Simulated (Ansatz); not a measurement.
Geometry optimisation, Ansatz 0.2.0, RKS BHLYP-D4/def2-SVP.

The input (input.yaml):

```yaml
crystal:
  periodic: [false, false, false]
  atoms:
    - { symbol: C, position_ang: [-1.0368, -0.679, 1.1676] }
    - { symbol: Ge, position_ang: [0.5879, 0.0367, 0.4382] }
    - { symbol: O, position_ang: [1.7914, -1.2543, 0.4746] }
    - { symbol: B, position_ang: [0.3819, 0.6417, -1.4728] }
    - { symbol: O, position_ang: [-0.662, 1.6702, -1.7887] }
    - { symbol: H, position_ang: [-1.4272, -1.4805, 0.5461] }
    - { symbol: H, position_ang: [-1.8231, 0.1711, 1.126] }
    - { symbol: H, position_ang: [-0.8958, -0.941, 2.1992] }
    - { symbol: H, position_ang: [1.0728, 1.2613, 1.3316] }
    - { symbol: H, position_ang: [2.6669, -0.809, 0.2369] }
    - { symbol: H, position_ang: [0.9156, 0.1278, -2.3198] }
    - { symbol: H, position_ang: [-0.22161, 2.52712, -1.79115] }
basis:
  gaussian: { orbitals: def2-SVP }
hamiltonian:
  xc: { name: BHLYP }
  dispersion: d4
relax:
  f_tol: 0.015
  max_steps: 40
output:
  orbitals: {}
```

Run as:

```bash
$ ansatz run input.yaml --threads 2 --pin off --max-ram 3072MiB --backend cpu --events-out ev --progress --plain --runs-dir out
```

**Question.** Where does it end, and by what steps?

**Answer.** The forces met the threshold. The force dipped under the threshold on the way, but the program's further checks kept it going. After 19 steps the energy has fallen by 1.381 eV; H12 moved furthest, 1.18 Å.

```
step  energy less start (eV)  largest force component (eV/Å)  accepted
   0                  0.0000                           3.879       yes
   1                 -0.4808                           2.373       yes
   2                 -0.6394                           1.545       yes
   3                 -0.9421                           1.160       yes
   4                 -1.1623                           1.370       yes
   5                 -1.3009                           0.691       yes
   6                 -1.3582                           0.201       yes
   7                 -1.3675                           0.116       yes
   8                 -1.3601                           0.378        no
   9                 -1.3755                           0.177       yes
  10                 -1.3795                           0.035       yes
  11                 -1.3802                           0.023       yes
  12                 -1.3804                           0.133       yes
  13                 -1.3808                           0.047       yes
  14                 -1.3809                           0.017       yes
  15                 -1.3809                           0.070        no
  16                 -1.3810                           0.012       yes
  17                 -1.3811                           0.010       yes
  18                 -1.3812                           0.019       yes
  19                 -1.3812                           0.014       yes
```

```xyz
12
Properties=species:S:1:pos:R:3
C -1.057 -0.560 1.236
Ge 0.631 0.102 0.540
O 1.661 -1.359 0.434
B 0.485 0.969 -1.344
O -0.710 1.446 -1.723
H -1.475 -1.301 0.551
H -1.772 0.261 1.339
H -0.912 -1.028 2.212
H 1.280 1.070 1.557
H 2.516 -1.209 0.039
H 1.427 1.053 -2.096
H -0.724 1.828 -2.599
```

Whether the end is a true minimum wasn't checked by a vibrational analysis.

Run time: 58 s on 2 threads of AMD EPYC 9R14 (Zen 4), on a shared host, peak memory 0.33 GiB.
